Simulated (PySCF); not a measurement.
H5OSi2, SMILES [SiH3]O[SiH2], multiplicity 2.

Coordinates come from a PBE0-D3(BJ)/def2-TZVP optimisation. The isomer is the one that the SMILES or the coordinates give; other isomers of the formula were not compared.

Method: PBE0-D3(BJ)/def2-TZVP in PySCF.

Frequencies are harmonic and unscaled.

Computed normal modes with their intensities:
```tsv
mode	ν (cm⁻¹)	IR (km/mol)	moving atoms (share of kinetic energy)
1	37	0.5	H 65 %, O 28 %
2	67	0.4	H 72 %, O 23 %
3	98	0.5	O 51 %, Si 29 %, H 20 %
4	600	0.5	Si 70 %, H 18 %, O 12 %
5	702	3.0	H 91 %, Si 8 %
6	724	32.5	H 86 %, Si 9 %
7	742	80.7	H 76 %, O 15 %, Si 8 %
8	785	121.8	H 81 %, Si 14 %
9	919	161.0	H 95 %
10	953	71.9	H 96 %
11	956	69.1	H 96 %
12	981	299.1	H 86 %, Si 13 %
13	1119	450.2	O 76 %, Si 18 %
14	2157	78.5	H 98 %
15	2200	133.4	H 96 %
16	2225	114.1	H 97 %
17	2231	105.4	H 97 %
18	2247	112.6	H 97 %
```
